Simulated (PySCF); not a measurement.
Screening by computed properties: pick the candidate that meets the target.

All species are isolated and taken at one optimised geometry (atoms past krypton carry core potentials, spin–orbit coupling is left out); the electronic structure was computed with PySCF and density fitting.

Dipoles, sizes and rotational constants follow the conformer. The torsions of the flexible species, by atom-mapped SMILES:
- `[CH3:1][S:2][BH:3][AsH2:4]`: C1–S2–B3–As4 6°, H–As4–B3–S2 -48°, H–As4–B3–S2 -144°
- `[PH2:1][GeH2:2][CH2:3][Cl:4]`: P1–Ge2–C3–Cl4 -60°, H–P1–Ge2–C3 -54°, H–P1–Ge2–C3 39°
- `[CH3:1][S@@:2](=[O:3])[c:4]1[cH:5][c:6]([NH2:7])[cH:8][o:9]1`: C1–S2–C4–C5 -117°, H–N7–C6–C5 162°, H–N7–C6–C5 32°

(1) Wanted: smallest rotational constant below 1 GHz (PBE0-D3(BJ)/def2-SVP) and static isotropic polarisability above 80 au (B3LYP/def2-SVPD), at PBE0-D3(BJ)/def2-SVP geometries. Which candidate meets both?
A. `CSB[AsH2]`
B. `C[S@@](=O)c1cc(N)co1`
C. `C(#CBBr)C`
D. `[PH2][GeH2][CH2]Cl`

(2) Wanted: HOMO energy below -7.2 eV (B3LYP/def2-SVPD) and lowest triplet excitation (Tamm–Dancoff) below 5 eV (TDA B3LYP/def2-SVPD), at PBE0-D3(BJ)/def2-SVP geometries. Which candidate meets both?
A. `CSB[AsH2]`
B. `[H][Sb]([H])[O]CC`
C. `B(Br)C#CC`
D. `[PH2][GeH2][CH2]Cl`
E. `C[S@@](=O)c1cc(N)co1`

(3) Wanted: dipole moment below 2 D (B3LYP/def2-SVPD) and electronic spatial extent ⟨r²⟩ about the centre of nuclear charge below 900 bohr² (B3LYP/def2-SVPD), at PBE0-D3(BJ)/def2-SVP geometries. Which candidate meets both?
A. `C(#CBBr)C`
B. `C[S@@](=O)c1cc(N)co1`
C. `CSB[AsH2]`
D. `[PH2][GeH2][CH2]Cl`

Results:

(1) B. Computed values:
| species | smallest rotational constant | static isotropic polarisability |
| --- | --- | --- |
| C[S@@](=O)c1cc(N)co1 | 0.740 GHz | 97.9 au |
| C(#CBBr)C | 0.936 GHz | 77.9 au |
| [PH2][GeH2][CH2]Cl | 1.172 GHz | 87.4 au |
| CSB[AsH2] | 1.326 GHz | 83.5 au |

(2) C. Computed values:
```csv
species,HOMO energy,lowest triplet excitation (Tamm–Dancoff)
B(Br)C#CC,-7.64 eV,3.68 eV
[PH2][GeH2][CH2]Cl,-7.36 eV,5.40 eV
CSB[AsH2],-7.00 eV,3.98 eV
[H][Sb]([H])[O]CC,-6.90 eV,3.80 eV
C[S@@](=O)c1cc(N)co1,-5.94 eV,3.51 eV
```

(3) C. Computed values:
```csv
species,dipole moment,electronic spatial extent ⟨r²⟩ about the centre of nuclear charge
CSB[AsH2],1.53 D,826 bohr²
[PH2][GeH2][CH2]Cl,1.69 D,941 bohr²
C(#CBBr)C,2.96 D,1128 bohr²
C[S@@](=O)c1cc(N)co1,4.39 D,1536 bohr²
```
